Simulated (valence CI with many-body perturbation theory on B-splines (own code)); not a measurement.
## Forbidden lines of Ba VIII

Calculated by valence CI with perturbative core correlation (CI+MBPT): three valence electrons over a frozen Dirac-Fock core [Kr] 4d10, a basis of 8 s, 8 p, 9 d, 9 f, 6 g, 3 h, 2 i functions for each j, with the one-electron correlation potential Σ1 (screened to all orders), the two-electron term Σ2, the three-electron term Σ3, Breit, model QED; selected single and double excitations, second order for the rest, scaled by the run's own slope (own B-spline code, finite nucleus).

Against 58 measured levels this calculation errs by 850 cm⁻¹ on average and by 3081 at most. These come from a selection out of Sansonetti and Curry, J. Phys. Chem. Ref. Data 39, 043103 (2010). Levels without a partner in it may be off by more, other configurations by several thousand cm⁻¹. 3 measured levels below the end of the list, from 249919 cm⁻¹ on, found no clear computed partner, and computed levels of the same name lie up to 9005 cm⁻¹ from them.

Lines 1 to 32 of 32 in falling wavelength, among levels below 49.882 eV, chosen from the decays that carry over 1 % of a level's rate. Wavelengths and rates use the calculated energies, so an error of 900 cm⁻¹ moves a line at 87.73 nm by 0.79 % and its rate by three times that or more. Electric multipoles are in the length gauge, E1 and E2 with the static RPA response of the core. Weak lines are less certain than strong ones. Lines between different terms over intervals too small for the method are left out, as are lines whose strength nearly cancels. The highest levels of a list are the least certain. Branching is blank where the lifetime is uncertain.

Names give the largest LS component (configuration and term), which can be under half, so a name can repeat, a term be missing and a line seem to break the LS rules; names also repeat where a configuration has a term twice. Letters in brackets count levels of one name in rising energy.

```csv
λ vac (nm),λ from measured levels,Upper,Lower,Type,A (s⁻¹),Branch %
543.9,,4f 5s 5p 4G_11/2,4f 5s 5p 4F_9/2,M1,7.14e+01,
423.7,423.9,5s2 5p 2P°_3/2,5s2 5p 2P°_1/2,M1,1.18e+02,98.9
423.7,423.9,5s2 5p 2P°_3/2,5s2 5p 2P°_1/2,E2,1.36e+00,1.1
87.73,87.88,4f 5s2 2F°_5/2,5s2 5p 2P°_3/2,E2,3.44e+02,
86.74,86.89,4f 5s2 2F°_7/2,5s2 5p 2P°_3/2,E2,1.66e+03,98.3
81.23,,4f2 5s 4H_9/2,4f 5s 5p 4D_5/2,E2,5.65e+02,
79.48,,4f2 5s 4H_11/2,4f 5s 5p 4G_11/2,E2,4.94e+02,
79.04,,4f2 5s 4H_13/2,4f 5s 5p 4G_11/2,E2,3.05e+03,
78.92,,4f2 5s 4H_11/2,4f 5s 5p 4D_7/2,E2,1.55e+03,
78.21,,4f2 5s 4H_9/2,4f 5s 5p 4G_9/2,E2,3.10e+02,
77.85,,4f2 5s 4H_11/2,4f 5s 5p 4G_9/2,E2,6.04e+02,
77.42,,4f2 5s 4H_13/2,4f 5s 5p 4G_9/2,E2,2.78e+03,
74.18,,4f2 5s 4H_9/2,4f 5s 5p 2G_7/2 [a],E2,1.54e+02,
73.85,,4f2 5s 4H_11/2,4f 5s 5p 2G_7/2 [a],E2,1.04e+03,
73.38,,4f2 5s 4H_7/2,4f 5s 5p 2F_5/2 [a],E2,3.83e+02,
73.12,,4f2 5s 4H_9/2,4f 5s 5p 2F_5/2 [a],E2,8.58e+02,
72.68,72.79,4f 5s2 2F°_5/2,5s2 5p 2P°_1/2,E2,2.98e+03,
69.75,,4f2 5s 4H_7/2,4f 5s 5p 2F_7/2 [a],E2,2.63e+02,
69.64,,4f2 5s 4H_9/2,4f 5s 5p 4F_9/2,E2,8.16e+02,
69.51,,4f2 5s 4H_9/2,4f 5s 5p 2F_7/2 [a],E2,6.25e+02,
69.48,,4f2 5s 4H_9/2,4f 5s 5p 4F_5/2,E2,2.93e+03,
69.47,,4f2 5s 4H_7/2,4f 5s 5p 4F_3/2,E2,4.14e+03,
69.35,,4f2 5s 4H_11/2,4f 5s 5p 4F_9/2,E2,3.96e+03,
69.23,,4f2 5s 4H_11/2,4f 5s 5p 2F_7/2 [a],E2,7.22e+02,
69.01,,4f2 5s 4H_13/2,4f 5s 5p 4F_9/2,E2,1.89e+03,
68.05,67.82,4f 5s 5p 4D_1/2,5s 5p2 4P_3/2,E2,4.39e+03,4.3
67.78,,4f2 5s 4H_7/2,4f 5s 5p 4F_7/2,E2,1.00e+03,
67.56,,4f2 5s 4H_9/2,4f 5s 5p 4F_7/2,E2,4.72e+03,
67.29,,4f2 5s 4H_11/2,4f 5s 5p 4F_7/2,E2,1.20e+03,
66.93,,4f2 5s 4H_7/2,4f 5s 5p 4G_5/2,E2,6.32e+03,
62.51,,4f2 5s 4H_9/2,5s2 5d 2D_5/2,E2,1.35e+02,
61.29,,4f2 5s 4H_7/2,5s2 5d 2D_3/2,E2,2.04e+02,
```
